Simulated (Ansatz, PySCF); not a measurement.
HgF4, SMILES [F][Hg]([F])([F])[F]. Atoms are numbered in the order given.

```xyz
5

Hg     0.0000     0.0000    -0.1290
F     -0.8555    -1.0491    -1.4828
F      0.8556     1.0491     1.2247
F     -0.8556    -1.0491     1.2247
F      0.8555     1.0491    -1.4828
```
Charge 0, spin multiplicity 1.

Geometry: B3LYP-D3(BJ)/def2-SVP. The def2 effective core potentials stand for the cores of Hg; spin–orbit coupling is left out.

Two levels are set side by side: PBE-D3(BJ)/def2-SVP (Ansatz, a first-principles code) and B3LYP-D3(BJ)/def2-SVP (Ansatz). Each level has its own optimised geometry; the coordinates shown are those of the second. Frequencies come from the Hessian of PySCF at each geometry. Differences are taken from unrounded values.

```csv
quantity,B3LYP-D3(BJ),PBE-D3(BJ),PBE-D3(BJ) minus B3LYP-D3(BJ)
mean bond length (Å),1.914,1.931,0.017
bond Hg1–F2 (Å),1.914,1.931,0.017
bond Hg1–F3 (Å),1.914,1.931,0.017
bond Hg1–F4 (Å),1.914,1.931,0.017
bond Hg1–F5 (Å),1.914,1.931,0.017
highest harmonic wavenumber (cm⁻¹),667,638,-30
mean harmonic wavenumber (cm⁻¹),394,374,-20
zero-point energy (kcal/mol),5.07,4.82,-0.25
```

GGA bonds tend to be longer and softer than those of functionals with exact exchange. Differences between two approximate levels are no errors against the true value.
